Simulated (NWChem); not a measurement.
System: CH₄GeO₃; SMILES [O]1[GeH]([O]C1)[OH]

NWChem printed, in part:

```
             Northwest Computational Chemistry Package (NWChem) 7.3.0
             --------------------------------------------------------

 CS  symmetry detected

                             Geometry "geometry" -> ""
                             -------------------------

 Output coordinates in angstroms (scale by  1.889725989 to convert to a.u.)

  No.       Tag          Charge          X              Y              Z
 ---- ---------------- ---------- -------------- -------------- --------------
    1 O                    8.0000     0.72261793    -1.77762910     0.00000000
    2 Ge                  32.0000    -0.32347952    -0.42046104     0.00000000
    3 O                    8.0000     0.12431301     0.92533823    -1.10797390
    4 C                    6.0000     0.29665161     1.77787935     0.00000000
    5 O                    8.0000     0.12431301     0.92533823     1.10797390
    6 H                    1.0000     1.66923535    -1.62206254     0.00000000
    7 H                    1.0000    -1.71335681    -0.96780742     0.00000000
    8 H                    1.0000    -0.45220511     2.57600343     0.00000000
    9 H                    1.0000     1.29780989     2.21696483     0.00000000

 Effective nuclear repulsion energy (a.u.)     415.3879548201

      Symmetry information
      --------------------

 Group name             Cs
 Group number              2
 Group order               2
 No. of unique centers     8

                                Z-matrix (autoz)
                                --------

 Units are Angstrom for bonds and degrees for angles

      Type          Name      I     J     K     L     M      Value
      ----------- --------  ----- ----- ----- ----- ----- ----------
    1 Stretch                  1     2                       1.71354
    2 Stretch                  1     6                       0.95932
    3 Stretch                  2     3                       1.79981
    4 Stretch                  2     4                       2.28413
    5 Stretch                  2     5                       1.79981
    6 Stretch                  2     7                       1.49377
    7 Stretch                  3     4                       1.40859
    8 Stretch                  4     5                       1.40859
    9 Stretch                  4     8                       1.09444
   10 Stretch                  4     9                       1.09321
   11 Bend                     1     2     3               116.12587
   12 Bend                     1     2     4               126.62191
   13 Bend                     1     2     5               116.12587
   14 Bend                     1     2     7               106.12986
   15 Bend                     2     1     6               118.29230
   16 Bend                     2     3     4                89.93028
   17 Bend                     2     4     3                51.99523
   18 Bend                     2     4     5                51.99523
   19 Bend                     2     4     8               121.07085
   20 Bend                     2     4     9               129.43443
   21 Bend                     2     5     4                89.93028
   22 Bend                     3     2     4                38.07449
   23 Bend                     3     2     5                75.99216
   24 Bend                     3     2     7               120.36359
   25 Bend                     3     4     5               103.73450
   26 Bend                     3     4     8               110.95669
   27 Bend                     3     4     9               110.80201
   28 Bend                     4     2     5                38.07449
   29 Bend                     4     2     7               127.24823
   30 Bend                     5     2     7               120.36359
   31 Bend                     5     4     8               110.95669
   32 Bend                     5     4     9               110.80201
   33 Bend                     8     4     9               109.49472
   34 Torsion                  1     2     3     4        -116.82868
   35 Torsion                  1     2     4     3          86.61188
   36 Torsion                  1     2     4     5         -86.61188
   37 Torsion                  1     2     4     8         180.00000
   38 Torsion                  1     2     4     9           0.00000
   39 Torsion                  1     2     5     4         116.82868
   40 Torsion                  2     3     4     5           5.49218
   41 Torsion                  2     3     4     8        -113.70913
   42 Torsion                  2     3     4     9         124.43524
   43 Torsion                  2     5     4     3          -5.49218
   44 Torsion                  2     5     4     8         113.70913
   45 Torsion                  2     5     4     9        -124.43524
   46 Torsion                  3     2     1     6          43.28773
   47 Torsion                  3     2     4     5        -173.22375
   48 Torsion                  3     2     4     8          93.38812
   49 Torsion                  3     2     4     9         -86.61188
   50 Torsion                  3     2     5     4           4.30089
   51 Torsion                  3     4     2     5         173.22375
   52 Torsion                  3     4     2     7         -93.38812
   53 Torsion                  4     2     1     6           0.00000
   54 Torsion                  4     3     2     5          -4.30089
   55 Torsion                  4     3     2     7         112.93441
   56 Torsion                  4     5     2     7        -112.93441
   57 Torsion                  5     2     1     6         -43.28773
   58 Torsion                  5     2     4     8         -93.38812
   59 Torsion                  5     2     4     9          86.61188
   60 Torsion                  5     4     2     7          93.38812
   61 Torsion                  6     1     2     7         180.00000
   62 Torsion                  7     2     4     8           0.00000
   63 Torsion                  7     2     4     9         180.00000

  pbe96 is a nonlocal functional; adding pw91lda local functional.

                           NWChem Geometry Optimization
                           ----------------------------

 maximum gradient threshold         (gmax) =   0.000450
 rms gradient threshold             (grms) =   0.000300
 maximum cartesian step threshold   (xmax) =   0.001800
 rms cartesian step threshold       (xrms) =   0.001200
 fixed trust radius                (trust) =   0.300000
 source of zmatrix                         =   autoz

          -------------------
          Energy Minimization
          -------------------

 Using diagonal initial Hessian
 Scaling for Hessian diagonals: bonds = 1.00  angles = 0.25  torsions = 0.10

          --------
          Step   0

                                 NWChem DFT Module
                                 -----------------

 Summary of "ao basis" -> "ao basis" (spherical)
 ------------------------------------------------------------------------------
       Tag                 Description            Shells   Functions and Types
 ---------------- ------------------------------  ------  ---------------------
 O                          def2-svp                 6       14   3s2p1d
 Ge                         def2-svp                12       32   5s4p3d
 C                          def2-svp                 6       14   3s2p1d
 H                          def2-svp                 3        5   2s1p

      Symmetry analysis of basis
      --------------------------

        a'         72
        a"         36

            General Information
            -------------------
          SCF calculation type: DFT
          Wavefunction type:  closed shell.
          No. of atoms     :     9
          No. of electrons :    66
           Alpha electrons :    33
            Beta electrons :    33
          Charge           :     0
          Spin multiplicity:     1
          Use of symmetry is: on ; symmetry adaption is: on
          Maximum number of iterations: 150
          AO basis - number of functions:   108
                     number of shells:    48
          Convergence on energy requested:  1.00D-06
          Convergence on density requested:  1.00D-05
          Convergence on gradient requested:  5.00D-04

              XC Information
              --------------
          PerdewBurkeErnzerhof Exchange Functional  1.000
            Perdew 1991 LDA Correlation Functional  1.000 local
           PerdewBurkeErnz. Correlation Functional  1.000 non-local

             Grid Information
             ----------------
          Grid used for XC integration:  medium
          Radial quadrature: Mura-Knowles
          Angular quadrature: Lebedev.
          Tag              B.-S. Rad. Rad. Pts. Rad. Cut. Ang. Pts.
          ---              ---------- --------- --------- ---------
          O                   0.60       49          11.0       434
          Ge                  1.25      112          10.0       590
          C                   0.70       49          10.0       434
          H                   0.35       45          12.0       434
          Grid pruning is: on
          Number of quadrature shells:   439
          Spatial weights used:  Erf1

           DFT-D3BJ Model
          s6 scale factor  :        1.000000000000
          s8 scale factor  :        0.787500000000
          a1 parameter     :        0.428900000000
          a2 parameter     :        4.440700000000
              vdW contrib  :       -0.005893736898

      Superposition of Atomic Density Guess
      -------------------------------------

 Sum of atomic energies:       -2338.73887854

      Non-variational initial energy
      ------------------------------

 Total energy =   -2340.724846
 1-e energy   =   -4084.262838
 2-e energy   =    1328.150038
 HOMO         =      -0.335816
 LUMO         =       0.049567

      Symmetry analysis of molecular orbitals - initial
      -------------------------------------------------

  Numbering of irreducible representations:

     1 a'          2 a"

  Orbital symmetries:

     1 a'          2 a'          3 a'          4 a'          5 a"
     6 a'          7 a'          8 a"          9 a'         10 a'
    11 a'         12 a'         13 a"         14 a'         15 a'
    16 a"         17 a'         18 a"         19 a'         20 a'
    21 a"         22 a'         23 a'         24 a'         25 a'
    26 a"         27 a'         28 a'         29 a"         30 a"
    31 a'         32 a"         33 a'         34 a'         35 a"
    36 a'         37 a'         38 a'         39 a'         40 a"
    41 a'         42 a'         43 a'

   convergence    iter        energy       DeltaE   RMS-Dens  Diis-err
 ---------------- ----- ----------------- --------- --------- ---------
 d= 0,ls=0.0,diis     1  -2341.9791188175 -2.76D+03  2.21D-02  1.45D+00
 d= 0,ls=0.0,diis     2  -2341.6346228491  3.44D-01  1.35D-02  5.03D+00
 d= 0,ls=0.0,diis     3  -2342.1434193690 -5.09D-01  1.74D-03  8.14D-02
 d= 0,ls=0.0,diis     4  -2342.1480122200 -4.59D-03  8.33D-04  1.78D-02
 d= 0,ls=0.0,diis     5  -2342.1490391593 -1.03D-03  3.98D-04  4.63D-03
  Resetting Diis
 d= 0,ls=0.0,diis     6  -2342.1494549420 -4.16D-04  1.29D-04  3.34D-04
 d= 0,ls=0.0,diis     7  -2342.1494903628 -3.54D-05  5.21D-05  9.66D-06
 d= 0,ls=0.0,diis     8  -2342.1494891129  1.25D-06  3.34D-05  1.95D-05
 d= 0,ls=0.0,diis     9  -2342.1494914927 -2.38D-06  6.14D-06  8.97D-07
 d= 0,ls=0.0,diis    10  -2342.1494915701 -7.74D-08  1.53D-06  9.55D-08

         Total DFT energy =    -2342.149491570051
      One electron energy =    -4085.727752048480
           Coulomb energy =     1439.439179438848
    Exchange-Corr. energy =     -111.242980043657
 Nuclear repulsion energy =      415.387954820137

    Dispersion correction =       -0.005893736898

 Numeric. integr. density =       66.000017777141

[...]

      ----------------------
      Optimization converged
      ----------------------

  Step       Energy      Delta E   Gmax     Grms     Xrms     Xmax
  ---- ---------------- -------- -------- -------- -------- --------
@    8   -2342.15511631 -5.9D-07  0.00017  0.00003  0.00039  0.00091
                                     ok       ok       ok       ok

                                Z-matrix (autoz)
                                --------

 Units are Angstrom for bonds and degrees for angles

[...]

 Rotational Constants
 --------------------
 A=   0.248932 cm-1  (  0.358150 K)
 B=   0.096074 cm-1  (  0.138225 K)
 C=   0.088750 cm-1  (  0.127689 K)

 Temperature                      =   298.15K
 frequency scaling parameter      =   1.0000

 Zero-Point correction to Energy  =   34.903 kcal/mol  (  0.055622 au)
 Thermal correction to Energy     =   38.669 kcal/mol  (  0.061622 au)
 Thermal correction to Enthalpy   =   39.261 kcal/mol  (  0.062566 au)

 Total Entropy                    =   77.858 cal/mol-K
   - Translational                =   40.659 cal/mol-K (mol. weight = 137.9379)
   - Rotational                   =   26.121 cal/mol-K (symmetry #  =        1)
   - Vibrational                  =   11.078 cal/mol-K

 Cv (constant volume heat capacity) =   20.753 cal/mol-K
   - Translational                  =    2.979 cal/mol-K
   - Rotational                     =    2.979 cal/mol-K
   - Vibrational                    =   14.794 cal/mol-K

[normal modes left out]

 ----------------------------------------------------------------------------
 Normal Eigenvalue ||           Projected Infra Red Intensities
  Mode   [cm**-1]  || [atomic units] [(debye/angs)**2] [(KM/mol)] [arbitrary]
 ------ ---------- || -------------- ----------------- ---------- -----------
    1       -0.000 ||    0.000000           0.000         0.000       0.000
    2       -0.000 ||    0.000015           0.000         0.015       0.004
    3       -0.000 ||    0.000035           0.001         0.034       0.008
    4        0.000 ||    0.000013           0.000         0.013       0.003
    5        0.000 ||    0.000002           0.000         0.002       0.001
    6        0.000 ||    0.000022           0.001         0.022       0.005
    7      136.863 ||    0.002529           0.058         2.465       0.581
    8      163.536 ||    0.000730           0.017         0.711       0.168
    9      261.871 ||    0.042703           0.985        41.629       9.808
   10      343.330 ||    0.132544           3.058       129.211      30.442
   11      504.523 ||    0.038146           0.880        37.186       8.761
   12      579.530 ||    0.011775           0.272        11.479       2.704
   13      590.420 ||    0.012716           0.293        12.396       2.920
   14      701.557 ||    0.054127           1.249        52.765      12.432
   15      712.882 ||    0.077928           1.798        75.968      17.898
   16      812.579 ||    0.024628           0.568        24.008       5.656
   17      906.187 ||    0.153609           3.544       149.745      35.280
   18      954.385 ||    0.118059           2.724       115.090      27.115
   19     1041.043 ||    0.124208           2.866       121.084      28.528
   20     1104.344 ||    0.003341           0.077         3.257       0.767
   21     1106.274 ||    0.000071           0.002         0.069       0.016
   22     1313.940 ||    0.005917           0.136         5.768       1.359
   23     1480.491 ||    0.013796           0.318        13.449       3.169
   24     2136.799 ||    0.090201           2.081        87.932      20.717
   25     2907.326 ||    0.129341           2.984       126.088      29.707
   26     2954.336 ||    0.061419           1.417        59.874      14.106
   27     3714.638 ||    0.077693           1.792        75.739      17.844
 ----------------------------------------------------------------------------
```

Level: PBE-D3(BJ)/def2-SVP. 

Question: Write an input that gives this output.

Answer: One answer among several that fit: the input that was run:
```
start job
memory heap 200 mb stack 900 mb global 1100 mb
geometry units angstroms
  O      1.806760     0.245461     0.497071
  Ge     0.316866    -0.344704    -0.109680
  O     -1.113093    -0.138506     0.963686
  C     -1.710576     0.701220     0.003392
  O     -0.712819     0.847560    -0.979991
  H      1.813870     1.100438     0.932099
  H      0.615637    -1.673787    -0.722560
  H     -2.609095     0.238409    -0.416439
  H     -1.969218     1.669008     0.441119
end
basis spherical
  * library def2-svp
end
dft
  xc xpbe96 cpbe96
  disp vdw 4
  iterations 150
end
driver
  maxiter 120
end
task dft optimize
task dft freq
```
